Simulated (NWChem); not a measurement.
System: C2H4F2OSi; SMILES O[SiH2]/C(F)=C\F

Here is an NWChem input.

```
start job
memory heap 200 mb stack 900 mb global 1100 mb
geometry units angstroms noautoz
  O     -0.027555     2.365005     0.000000
  Si    -0.844620     0.917842     0.000000
  C      0.519805    -0.397497     0.000000
  F      1.778633     0.097178     0.000000
  C      0.371321    -1.722130     0.000000
  F     -0.851113    -2.247099     0.000000
  H      0.931670     2.272602     0.000000
  H     -1.697679     0.775910     1.212571
  H     -1.697679     0.775910    -1.212571
  H      1.183950    -2.454556     0.000000
end
basis spherical
  * library def2-svp
end
dft
  xc m06-2x
  iterations 150
  mulliken
end
task dft gradient
```

Excerpt of the output:

```
             Northwest Computational Chemistry Package (NWChem) 7.3.0
             --------------------------------------------------------

 CS  symmetry detected

                             Geometry "geometry" -> ""
                             -------------------------

 Output coordinates in angstroms (scale by  1.889725989 to convert to a.u.)

  No.       Tag          Charge          X              Y              Z
 ---- ---------------- ---------- -------------- -------------- --------------
    1 O                    8.0000    -0.08526720     2.34454929     0.00000000
    2 Si                  14.0000    -0.87060164     0.87992450     0.00000000
    3 C                    6.0000     0.52216317    -0.40536864     0.00000000
    4 F                    9.0000     1.76991229     0.11662123     0.00000000
    5 C                    6.0000     0.40258080    -1.73292283     0.00000000
    6 F                    9.0000    -0.80812280    -2.28440641     0.00000000
    7 H                    1.0000     0.87574365     2.27307163     0.00000000
    8 H                    1.0000    -1.72036508     0.71943636     1.21257100
    9 H                    1.0000    -1.72036508     0.71943636    -1.21257100
   10 H                    1.0000     1.23097782    -2.44746612     0.00000000

 Effective nuclear repulsion energy (a.u.)     297.6360507192

      Symmetry information
      --------------------

 Group name             Cs
 Group number              2
 Group order               2
 No. of unique centers     9

                                 NWChem DFT Module
                                 -----------------

 Summary of "ao basis" -> "ao basis" (spherical)
 ------------------------------------------------------------------------------
       Tag                 Description            Shells   Functions and Types
 ---------------- ------------------------------  ------  ---------------------
 O                          def2-svp                 6       14   3s2p1d
 Si                         def2-svp                 8       18   4s3p1d
 C                          def2-svp                 6       14   3s2p1d
 F                          def2-svp                 6       14   3s2p1d
 H                          def2-svp                 3        5   2s1p

      Symmetry analysis of basis
      --------------------------

        a'         76
        a"         32

            General Information
            -------------------
          SCF calculation type: DFT
          Wavefunction type:  closed shell.
          No. of atoms     :    10
          No. of electrons :    56
           Alpha electrons :    28
            Beta electrons :    28
          Charge           :     0
          Spin multiplicity:     1
          Use of symmetry is: on ; symmetry adaption is: on
          Maximum number of iterations: 150
          AO basis - number of functions:   108
                     number of shells:    50
          Convergence on energy requested:  1.00D-06
          Convergence on density requested:  1.00D-05
          Convergence on gradient requested:  5.00D-04

              XC Information
              --------------
                       M06-2X Method XC Functional
                     Hartree-Fock (Exact) Exchange  0.540
                        M06-2X Exchange Functional  1.000
                      M06-2X Correlation Potential  1.000

             Grid Information
             ----------------
          Grid used for XC integration:  medium
          Radial quadrature: Mura-Knowles
          Angular quadrature: Lebedev.
          Tag              B.-S. Rad. Rad. Pts. Rad. Cut. Ang. Pts.
          ---              ---------- --------- --------- ---------
          O                   0.60       49          12.0       434
          Si                  1.10       88          11.0       590
          C                   0.70       49          11.0       434
          F                   0.50       49          12.0       434
          H                   0.35       45          12.0       434
          Grid pruning is: on
          Number of quadrature shells:   468
          Spatial weights used:  Erf1

      Superposition of Atomic Density Guess
      -------------------------------------

 Sum of atomic energies:        -639.26145803

      Non-variational initial energy
      ------------------------------

 Total energy =    -641.412728
 1-e energy   =   -1476.996165
 2-e energy   =     537.947386
 HOMO         =      -0.256877
 LUMO         =       0.029754

      Symmetry analysis of molecular orbitals - initial
      -------------------------------------------------

  Numbering of irreducible representations:

     1 a'          2 a"

  Orbital symmetries:

[...]

                         DFT ENERGY GRADIENTS

    atom               coordinates                        gradient
                 x          y          z           x          y          z
   1 O      -0.161132   4.430556   0.000000    0.000843   0.003157   0.000000
   2 Si     -1.645199   1.662816   0.000000    0.004966  -0.001167   0.000000
   3 C       0.986745  -0.766036   0.000000    0.000936   0.003530   0.000000
   4 F       3.344649   0.220382   0.000000   -0.000242  -0.000160   0.000000
   5 C       0.760767  -3.274749   0.000000   -0.002807  -0.003302   0.000000
   6 F      -1.527131  -4.316902   0.000000    0.001418  -0.000671   0.000000
   7 H       1.654916   4.295483   0.000000   -0.001293  -0.000493   0.000000
   8 H      -3.251019   1.359538   2.291427   -0.002134  -0.000061   0.002629
   9 H      -3.251019   1.359538  -2.291427   -0.002134  -0.000061  -0.002629
  10 H       2.326211  -4.625040   0.000000    0.000447  -0.000771   0.000000
```

Level: M06-2X/def2-SVP. Geometry: optimised at PBE0/def2-SVP.
